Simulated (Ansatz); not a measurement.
AlGeH4Cl (SMILES [Cl][AlH][GeH3]): methods side by side

AlGeH4Cl has 7 atoms, charge 0, and is taken as a singlet. SMILES: `[Cl][AlH][GeH3]`. The coordinates come from a PBE0-D4/def2-TZVP relaxation.

Each level gives the electronic atomisation energy (eV). The values are calculated. Electronic energies at fixed atoms, without zero-point motion or spin-orbit coupling.

| level | kind | program | value (eV) | CPU time (all runs) |
| --- | --- | --- | --- | --- |
| HF/def2-SVP | Hartree–Fock | Ansatz | 14.44 | 1.9 s |
| SVWN5/def2-SVP | LDA | Ansatz | 20.97 | 3.7 s |
| PBE/def2-SVP | GGA | Ansatz | 18.54 | 5.5 s |
| BHLYP/def2-SVP | global hybrid | Ansatz | 18.40 | 6.7 s |
| wB97M-V/def2-SVP | range-separated hybrid | Ansatz | 19.04 | 43 s |
| PBE-QIDH/def2-SVP | double hybrid | Ansatz | 18.47 | 8.2 s |
| RPA@PBE0/def2-SVP | RPA | Ansatz | 17.47 | 11 s |
| BCCD(T)/def2-SVP | coupled cluster or CI | Ansatz | 17.83 | 15 s |
| CCSD/def2-SVP | coupled cluster or CI | Ansatz | 17.69 | 8.5 s |

All-electron rows without a relativistic Hamiltonian named are non-relativistic. Correlated wave functions underbind in double-zeta sets. The values span 14.44 to 20.97 eV. In the correlated wave-function rows the outer d shell of Ge is correlated, in sets not made for it. In so small a basis fixed costs decide the times, and correlated methods can beat functionals. CPU times are rough (shared hosts, several kinds of processor and program).
